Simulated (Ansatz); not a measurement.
```xyz
11

F     0.8627   -0.6640    2.1401
Sn   -0.0928    0.0961    0.6475
F    -1.3921    1.2112    1.5347
Si   -1.4491   -1.8539   -0.3448
Si    1.5631    1.7361   -0.4456
H    -0.5032   -2.8422   -0.9210
H    -2.3321   -1.3197   -1.4117
H    -2.2480   -2.4622    0.7453
H     0.8535    2.4785   -1.5174
H     2.0539    2.6630    0.6016
H     2.6841    0.9572   -1.0288
```

The species carries charge 0 and has multiplicity 1. Sn: def2 effective core potential.

Question: List the PBE0/def2-TZVPP orbital energies in eV (Ansatz 0.2.0). (An estimate is asked.)

Answer: Ansatz gave: Occupied: -1803.32, -1803.32, -672.52, -672.51, -145.69, -145.69, -140.81, -100.36, -100.36, -100.32, -100.32, -100.32, -100.32, -95.47, -95.46, -95.38, -31.87, -31.64, -29.16, -29.14, -29.12, -28.85, -28.44, -16.22, -15.70, -13.87, -11.69, -11.18, -11.15, -10.71, -10.59, -10.58, -10.50, -10.49, -10.46, -9.68, -7.99. Lowest empty: -1.32, -1.20, -1.05, 0.55, 0.60, 0.69, 0.93, 1.40.
